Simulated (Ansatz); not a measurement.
Worked example: the enthalpy of CBr3Cl + CHCl2F → CHBr2Cl + CBrCl2F

Species: CBr3Cl (tribromochloromethane) `ClC(Br)(Br)Br`, singlet; CHCl2F (dichlorofluoromethane) `FC(Cl)Cl`, singlet; CHBr2Cl (chlorodibromomethane) `ClC(Br)Br`, singlet; CBrCl2F (bromodichlorofluoromethane) `FC(Cl)(Cl)Br`, singlet. The partners trade Br for H; both sit on C, so the bond types are kept.

Shapes, held fixed at every level: PBE0-D4/def2-TZVP. Programs: Ansatz 0.2.0. The zero-point and thermal terms to 298 K, harmonic and unscaled (PBE0-D4/def2-TZVP), stand in the table.

At PBE0-D4/def2-TZVPP; 1 Eh = 2625.50 kJ/mol:

| species | energy (Eh) | H(298 K) − E (kJ/mol) | tabulated ΔfH (kJ/mol) |
| --- | --- | --- | --- |
| CBr3Cl | -8219.693187 | 39.9 | +53.0 |
| CHCl2F | -1058.589837 | 70.3 | -284.5 |
| CHBr2Cl | -5646.447555 | 64.6 | -3.0 |
| CBrCl2F | -3631.840171 | 45.0 | -240.0 |

Q: Work out the reaction enthalpy at 298 K from the calculation and from the table of heats.

A: 
1. Electronic: (-5646.447555) + (-3631.840171) − [(-8219.693187) + (-1058.589837)] = -0.004702 Eh = -12.3 kJ/mol.
2. Zero-point and thermal: (64.6) + (45.0) − [(39.9) + (70.3)] = -0.6 kJ/mol.
3. Computed ΔH = -12.9 kJ/mol.
4. From the heats of formation (Active Thermochemical Tables): (-3.0) + (-240.0) − [(53.0) + (-284.5)] = -11.5 kJ/mol.
5. Computed less tabulated: -1.4 kJ/mol. Tabulated heats carry uncertainties of their own.

Relativity is left out for Br.
